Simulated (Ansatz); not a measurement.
Reaction (redistribution): `O[SiH2][CH2][ZnH]` + `[OH][Ga]1[CH2][S]1` → `O[SiH2][Ga]1[CH2][S]1` + `O[CH2][ZnH]`

Program: Ansatz. Geometries: PBE0-D4/def2-TZVP. ΔE: electronic, gas phase. CCSD(T)/CBS adds triple-zeta CCSD(T) − MP2 to the extrapolated MP2 energy (def2 sets, frozen cores). DFT in def2-TZVPP. B3LYP here is the variant with VWN-RPA as its local correlation; programs differ in this. For Ga, Zn outer-core shells are correlated without core-valence functions, which leaves a few kJ/mol of doubt a bond. Scalar relativity is left out up to krypton. Each species was taken in one conformer, which may not be the lowest.

```
          level  ΔE (kJ/mol)
         PBE-D4        131.7
       B3LYP-D4        142.4
CCSD/def2-TZVPP        165.6
 MP2/def2-QZVPP        175.3
```

(1) What does CCSD(T)/CBS give? (Best estimate.)

Largest T1 diagnostic among the species: 0.015.

Results:

(1) Ansatz gave: +159.4 kJ/mol. The listed levels differ from it by -27.7, -17.0, 6.2, 15.9 kJ/mol.

The D4 term adds +4.0 kJ/mol with B3LYP and +1.9 kJ/mol with PBE0; it sums over pairs of atoms, weighted by their polarisabilities, and B3LYP, whose exchange is more repulsive, gets the larger term. From PBE to PBE0 (25 % exact exchange), in def2-TZVPP and without D4, ΔE moves by +12.9 kJ/mol.
